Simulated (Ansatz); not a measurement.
C₄H₅ (SMILES C1[C@]2C[C@H]12), doublet, at a GFN2-xTB geometry. Base run: CAM-B3LYP/STO-3G in Ansatz (a quantum-chemistry and plane-wave program).

Here is a job for Ansatz.
Ansatz 0.2 input:
```yaml
crystal:
  periodic: [false, false, false]
  atoms:
    - {symbol: C, position_ang: [0.03643608, 1.13523166, 0.30091216]}
    - {symbol: C, position_ang: [0.06332066, -1.14075396, 0.27440395]}
    - {symbol: C, position_ang: [0.78434756, 0.01305905, -0.32576129]}
    - {symbol: C, position_ang: [-0.65722656, -0.00261496, -0.44203833]}
    - {symbol: H, position_ang: [-0.05911017, 1.19718400, 1.38170604]}
    - {symbol: H, position_ang: [0.07077611, 2.09485536, -0.19578110]}
    - {symbol: H, position_ang: [-0.03043843, -1.23009773, 1.35343571]}
    - {symbol: H, position_ang: [0.12017894, -2.08747192, -0.24449230]}
    - {symbol: H, position_ang: [-1.46267287, -0.00400040, -1.13996730]}
basis:
  gaussian:
    orbitals: STO-3G
hamiltonian:
  xc: cam_b3lyp
magnetization: {spin_polarized: true, initial_magnetization: 1}
```

The base run was repeated with changes; each row names its change, and settings that it needs were set with it.

```
change                                       ΔE vs base (mEh)
-------------------------------------------  ----------------
base                                                    0.000
occupation = up:A':9 A'':6 down:A':9 A'':5              423.6
symmetry_tolerance_ang = 0.01                           0.000
occupation = up:A':11 A'':4 down:A':9 A'':5             412.6
occupation = up:A':10 A'':5 down:A':9 A'':5             0.000
```
